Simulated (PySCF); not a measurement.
Two species compared at the same levels of theory.

First species: C3H7ClO3Si.
SMILES: `C[Si]1(Cl)OCOCO1`

Second species: C3H7ClO3Si.
SMILES: `CO[C@@H]1CO[Si@@H](Cl)O1`

Levels: B3LYP/def2-SVPD for HOMO energy, LUMO energy, HOMO–LUMO gap and static isotropic polarisability; TDDFT B3LYP/def2-SVPD for lowest singlet excitation; TDA B3LYP/def2-SVPD for lowest triplet excitation (Tamm–Dancoff). Geometries: GFN2-xTB. All species are isolated and taken at one optimised geometry, non-relativistic unless stated; the electronic structure was computed with PySCF and density fitting.

Values for the first species:

```
HOMO energy                              : -8.11 eV
LUMO energy                              : 0.18 eV
HOMO–LUMO gap                            : 8.29 eV
Lowest singlet excitation                : 7.45 eV
Lowest triplet excitation (Tamm–Dancoff) : 7.30 eV
Static isotropic polarisability          : 80.4 au
```

**Question.** Estimate the same properties for the second species, and the change in each.

**Answer.** 
```tsv
property	first	second	second less first
HOMO energy	-8.11 eV	-8.02 eV	+0.09 eV
LUMO energy	0.18 eV	0.30 eV	+0.12 eV
HOMO–LUMO gap	8.29 eV	8.32 eV	+0.03 eV
lowest singlet excitation	7.45 eV	7.39 eV	-0.06 eV
lowest triplet excitation (Tamm–Dancoff)	7.30 eV	7.26 eV	-0.04 eV
static isotropic polarisability	80.4 au	81.0 au	+0.6 au
```

On the first: The polarisability is 11.91 Å³ as a volume (1 au = 0.148185 Å³), or 1.00 au for each of the 80 electrons. The vertical singlet–triplet gap S1 − T1 is 0.15 eV (TDDFT singlet less Tamm–Dancoff triplet; S1: HOMO→LUMO, weight 0.95; T1: HOMO→LUMO, weight 0.90).

On the second: The vertical singlet–triplet gap S1 − T1 is 0.13 eV (TDDFT singlet less Tamm–Dancoff triplet; S1: HOMO→LUMO, weight 0.90; T1: HOMO→LUMO, weight 0.82). The 8 singlets span 7.39 to 8.08 eV, and their oscillator strengths add up to 0.11.

One conformer stands for the species.
